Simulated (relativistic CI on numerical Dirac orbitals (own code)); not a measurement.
Hyperfine structure of Pd⁸⁺, mass number 105

Calculated at this level of theory: Dirac-Coulomb-Breit CI, separate exchange-only KLI orbitals for each configuration, model QED, unscaled Slater integrals (own radial code, finite nucleus).

CI space (outside the closed core [Ar] 3d10): 4s²4p⁶4d², 4s²4p⁶4d4f, 4s²4p⁵4d³, 4s²4p⁶4d5s, 4s²4p⁶4d5p, 4s4p⁶4d³, 4s²4p⁶5s5p, 4s²4p⁵4d²4f, 4s²4p⁶4f5s, 4s²4p⁶4d5d, 4s²4p⁶4d6s, 4s²4p⁶4f², 4s²4p⁵4f³, 4s²4p⁶5s², 4s²4p⁵4f5s², 4s²4p⁶5p², 4s²4p⁵4f5p², 4s²4p⁶4f5p, 4s²4p⁵4f²5p. Double excitations out of closed p, d and f shells are left out; levels of such configurations are missing from the list, as are those of other unlisted configurations, and high levels can miss mixing partners.

Nuclear spin I = 5/2, μ = -0.642 μN, Q = 0.66 b (tables of Stone and Pyykkö). The electronic factors are computed for point nuclear moments, without core polarisation or the Bohr-Weisskopf and QED corrections.

```csv
Level,E (cm⁻¹),A (MHz),B (MHz)
4s²4p⁶4d² ³F2,0,-479.5,329
4s²4p⁶4d² ³F3,4364,-295,395
4s²4p⁶4d² ³F4,8939,-230.9,575
4s²4p⁶4d² ¹D2,18689,-274.3,-532
4s²4p⁶4d² ³P1,20466,-6.458,385
4s²4p⁶4d² ³P2,25813,-208.7,-653
4s²4p⁶4d² ¹G4,28722,-296.5,2170
4s²4p⁶4d5s ³D1,326998,1487,423
```

Levels with J = 0, under 50 % of one LS term, or S terms without an open s electron are left out. Small factors come from cancelling terms and can be off by tens of per cent or more.

At this charge configurations can still be misplaced by up to about 7 % of their energy. Terms inside the open d or f shell come out 10 to 20 % too wide with unscaled integrals.

Q: Give the hyperfine levels of 4s²4p⁶4d² ³F2 relative to its centre of gravity.

A: With K = F(F + 1) − I(I + 1) − J(J + 1), E = AK/2 + B[¾K(K + 1) − I(I + 1)J(J + 1)]/[2I(2I − 1)J(2J − 1)]: F = 1/2: 3587, F = 3/2: 2720, F = 5/2: 1356, F = 7/2: -379.7, F = 9/2: -2315 MHz.

LS names give the leading component of a level, which can be under half, so a name can repeat, a term be missing and a line seem to break the LS rules.
